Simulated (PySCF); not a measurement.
[(E)-2-silylethenyl]silane (C2H8Si2), SMILES [SiH3]/C=C/[SiH3].

Geometry: PBE-D3(BJ)/def2-SVP.

These are PBE-D3(BJ)/def2-SVP run with PySCF values and carry that method's errors.

Frequencies are harmonic and unscaled.

Problem. List the normal modes with their intensities. (The exact figures need the calculation; the answer reports its results.)

Solution. 
| mode | ν (cm⁻¹) | IR (km/mol) | moving atoms (share of kinetic energy) |
|---|---|---|---|
| 1 | 98 | 0.0 | H 91 % |
| 2 | 132 | 0.0 | C 48 %, H 37 %, Si 15 % |
| 3 | 148 | 0.0 | H 71 %, C 29 % |
| 4 | 155 | 0.8 | C 53 %, H 31 %, Si 17 % |
| 5 | 266 | 0.0 | Si 65 %, H 21 %, C 14 % |
| 6 | 509 | 0.0 | H 92 % |
| 7 | 530 | 0.0 | H 66 %, Si 23 %, C 11 % |
| 8 | 628 | 56.5 | H 77 %, Si 13 %, C 10 % |
| 9 | 642 | 85.4 | H 77 %, Si 12 %, C 11 % |
| 10 | 722 | 35.8 | C 62 %, Si 25 %, H 13 % |
| 11 | 781 | 0.0 | H 52 %, C 43 % |
| 12 | 790 | 0.0 | C 47 %, H 42 %, Si 11 % |
| 13 | 873 | 562.4 | H 90 %, Si 10 % |
| 14 | 899 | 83.4 | H 97 % |
| 15 | 899 | 0.0 | H 89 %, Si 11 % |
| 16 | 902 | 0.0 | H 97 % |
| 17 | 916 | 69.0 | H 97 % |
| 18 | 916 | 0.0 | H 97 % |
| 19 | 1006 | 16.2 | H 92 % |
| 20 | 1143 | 27.5 | H 86 %, C 13 % |
| 21 | 1254 | 0.0 | H 80 %, C 20 % |
| 22 | 1587 | 0.0 | C 96 % |
| 23 | 2151 | 181.1 | H 99 % |
| 24 | 2155 | 0.0 | H 99 % |
| 25 | 2155 | 0.0 | H 96 % |
| 26 | 2156 | 201.5 | H 96 % |
| 27 | 2171 | 0.0 | H 96 % |
| 28 | 2172 | 178.6 | H 96 % |
| 29 | 3035 | 0.0 | H 92 %, C 8 % |
| 30 | 3042 | 9.8 | H 92 % |
